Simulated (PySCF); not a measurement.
# Molecular orbitals of MgBe

CAM-B3LYP at R = 3.093 Å; Mg jorge-DZP-DKH, Be jorge-DZP-DKH; spin-free X2C with a Gaussian nucleus (PySCF 2.14). State: ¹Σ⁺ (singlet), closed shell. Only the outer orbitals are listed, counted within each symmetry.

```json
{"orbital": "1π", "occ.": "2", "ε (eV)": "-52.20", "on Mg (%)": "100", "main shells (%)": "100 Mg p"}
{"orbital": "1π", "occ.": "2", "ε (eV)": "-52.20", "on Mg (%)": "100", "main shells (%)": "100 Mg p"}
{"orbital": "4σ", "occ.": "2", "ε (eV)": "-52.19", "on Mg (%)": "100", "main shells (%)": "100 Mg p"}
{"orbital": "5σ", "occ.": "2", "ε (eV)": "-8.38", "on Mg (%)": "33", "main shells (%)": "66 Be s, 29 Mg s"}
{"orbital": "6σ", "occ.": "2", "ε (eV)": "-5.94", "on Mg (%)": "67", "main shells (%)": "64 Mg s, 26 Be s"}
{"orbital": "7σ", "occ.": "0", "ε (eV)": "-0.69", "on Mg (%)": "40", "main shells (%)": "58 Be p, 34 Mg p"}
{"orbital": "2π", "occ.": "0", "ε (eV)": "-0.59", "on Mg (%)": "44", "main shells (%)": "56 Be p, 43 Mg p"}
{"orbital": "2π", "occ.": "0", "ε (eV)": "-0.59", "on Mg (%)": "44", "main shells (%)": "56 Be p, 43 Mg p"}
```

Problem. Which are the highest filled and the lowest empty level, where do they sit, and how wide is the gap?

Solution. Highest filled 6σ at -5.94 eV (in %: 64 Mg s, 26 Be s); lowest empty 7σ at -0.69 eV (in %: 58 Be p, 34 Mg p); the gap at CAM-B3LYP is 5.25 eV.

```
bond order (Mayer)                               : 0.53
⟨S²⟩                                             : 0.000
charge on Mg (Mulliken, basis-dependent)         : 0.00
charge on Mg (Löwdin, basis-dependent)           : -0.03
dipole moment (positive dipole means Mg(−)Be(+)) : -0.34 D
polarisability along the bond                    : 195.4 bohr³
polarisability across the bond                   : 90.6 bohr³
```

Closed-shell solutions of metal pairs were not tested for spin polarisation, which can lower them a little.
